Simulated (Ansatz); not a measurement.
Pulling on the Ge1–O2 bond in GeO (multiplicity 1 held). Energies count from the point at 1.632 Å.


Signs of static correlation in cc-pVTZ, with CASSCF(10,8), from Ansatz (a program for electronic structure) runs.

```json
[
 {"R (Å)": "1.306", "T1 of restricted CCSD": "0.018", "⟨S²⟩ of UHF": "0.000", "largest double amplitude of restricted CCSD": "0.058", "weight of the CASSCF reference in MRCISD": "0.943", "CASSCF natural occupations": "2.00 2.00 1.98 1.97 1.97 0.03 0.03 0.02"},
 {"R (Å)": "1.469", "T1 of restricted CCSD": "0.024", "⟨S²⟩ of UHF": "0.000", "largest double amplitude of restricted CCSD": "0.057", "weight of the CASSCF reference in MRCISD": "0.941", "CASSCF natural occupations": "2.00 2.00 1.98 1.96 1.96 0.04 0.04 0.02"},
 {"R (Å)": "1.632", "T1 of restricted CCSD": "0.033", "⟨S²⟩ of UHF": "0.000", "largest double amplitude of restricted CCSD": "0.067", "weight of the CASSCF reference in MRCISD": "0.940", "CASSCF natural occupations": "2.00 2.00 1.97 1.94 1.94 0.06 0.06 0.03"},
 {"R (Å)": "1.796", "T1 of restricted CCSD": "0.046", "⟨S²⟩ of UHF": "0.736", "largest double amplitude of restricted CCSD": "0.080", "weight of the CASSCF reference in MRCISD": "0.938", "CASSCF natural occupations": "2.00 1.99 1.96 1.93 1.93 0.07 0.07 0.05"},
 {"R (Å)": "1.959", "T1 of restricted CCSD": "0.065", "⟨S²⟩ of UHF": "0.904", "largest double amplitude of restricted CCSD": "0.094", "weight of the CASSCF reference in MRCISD": "0.937", "CASSCF natural occupations": "2.00 1.99 1.94 1.91 1.91 0.09 0.09 0.06"},
 {"R (Å)": "2.204", "T1 of restricted CCSD": "0.127", "⟨S²⟩ of UHF": "1.054", "largest double amplitude of restricted CCSD": "0.115", "weight of the CASSCF reference in MRCISD": "0.934", "CASSCF natural occupations": "2.00 1.99 1.91 1.86 1.86 0.14 0.14 0.10"},
 {"R (Å)": "2.449", "T1 of restricted CCSD": "0.246", "⟨S²⟩ of UHF": "1.577", "largest double amplitude of restricted CCSD": "0.178", "weight of the CASSCF reference in MRCISD": "0.932", "CASSCF natural occupations": "2.00 1.98 1.86 1.79 1.79 0.22 0.22 0.15"},
 {"R (Å)": "2.857", "T1 of restricted CCSD": "0.111", "⟨S²⟩ of UHF": "2.000", "largest double amplitude of restricted CCSD": "0.170", "weight of the CASSCF reference in MRCISD": "0.930", "CASSCF natural occupations": "2.00 1.97 1.71 1.60 1.60 0.41 0.41 0.30"},
 {"R (Å)": "3.265", "T1 of restricted CCSD": "[?]", "⟨S²⟩ of UHF": "2.015", "largest double amplitude of restricted CCSD": "[?]", "weight of the CASSCF reference in MRCISD": "0.930", "CASSCF natural occupations": "2.00 1.97 1.57 1.42 1.42 0.59 0.59 0.45"},
 {"R (Å)": "3.755", "T1 of restricted CCSD": "0.052", "⟨S²⟩ of UHF": "2.018", "largest double amplitude of restricted CCSD": "0.203", "weight of the CASSCF reference in MRCISD": "0.932", "CASSCF natural occupations": "2.00 2.00 1.97 1.04 1.04 0.96 0.96 0.03"},
 {"R (Å)": "4.408", "T1 of restricted CCSD": "0.023", "⟨S²⟩ of UHF": "2.018", "largest double amplitude of restricted CCSD": "0.272", "weight of the CASSCF reference in MRCISD": "0.933", "CASSCF natural occupations": "2.00 2.00 1.97 1.01 1.01 0.99 0.99 0.03"},
 {"R (Å)": "5.224", "T1 of restricted CCSD": "0.011", "⟨S²⟩ of UHF": "2.018", "largest double amplitude of restricted CCSD": "0.297", "weight of the CASSCF reference in MRCISD": "0.933", "CASSCF natural occupations": "2.00 2.00 1.97 1.00 1.00 1.00 1.00 0.03"},
 {"R (Å)": "6.530", "T1 of restricted CCSD": "0.010", "⟨S²⟩ of UHF": "2.018", "largest double amplitude of restricted CCSD": "0.304", "weight of the CASSCF reference in MRCISD": "0.933", "CASSCF natural occupations": "2.00 2.00 1.97 1.00 1.00 1.00 1.00 0.03"}
]
```

### Question
Complete the blanks.

### Answer

- 3.265, T1 of restricted CCSD: 0.072
- 3.265, largest double amplitude of restricted CCSD: 0.146

Doubts at one or more of the structures used: a restricted determinant that unrestricted orbitals would lower (R-CCSD(T)/cc-pVTZ); T1 above 0.05 (R-CCSD(T)/cc-pVTZ, U-CCSD(T)/cc-pVTZ); a spin-contaminated determinant (U-CCSD(T)/cc-pVTZ); the program's own flag: large difference (U-CCSD(T)/cc-pVTZ).
